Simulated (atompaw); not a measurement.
## What one change does to a pseudopotential (aluminium (Al), PAW (atompaw))

```
Element                 : Al
Generator               : atompaw 4.2.0.5
Type                    : PAW
Functional              : LDA (PW92)
Relativity              : non-relativistic
Frozen core             : [Ne]
Valence charge          : 3
Reference configuration : 3s2 3p1
Partial waves           : 3s (bound): rc 1.65 bohr; 3s channel at 0.45 Ry: rc 1.65 bohr; 3p (bound): rc 2.85 bohr; 3p channel at 0.8 Ry: rc 2.85 bohr
Local potential         : bessel scheme, radius 2.20 bohr
Core correction         : smooth core density matched at 1.55 bohr
Augmentation charge     : besselshape compensation charge, radius 2.15 bohr; PAW radius 2.85 bohr; waves and projectors: custom polynom vanderbiltortho
```

Change: functional PBEsol.

Cutoffs: the cutoffs (Ry, on a coarse ladder) from which the occupation-weighted sum of valence levels, in a spherical-Bessel basis at the reference potential, stays within 10 and 1 mRy of its value at 400 Ry; they do not see the model core or the augmentation charge, which bear on the density cutoff.

What does the change do?

The potential gets softer (15 Ry and 21 Ry → 15 Ry and 18 Ry); neither file shows a bound ghost.

| quantity | base | changed |
| --- | --- | --- |
| cutoff, loose | 15 Ry | 15 Ry |
| cutoff, tight | 21 Ry | 18 Ry |
| bound ghosts | none | none |
| s: phases at 2.87 bohr within 0.05 rad from the reference energy up to (Ry; the scan ends near 5) | to the end of the scan | to the end of the scan |
| p: phases at 2.87 bohr within 0.05 rad from the reference energy up to (Ry; the scan ends near 5) | 3.1 | 3.2 |
| lowest overlap eigenvalue by channel | s 0.42, p 0.95 | s 0.46, p 0.93 |

 The cutoffs see the waves, projectors and local potential, not the compensation charge or the core.
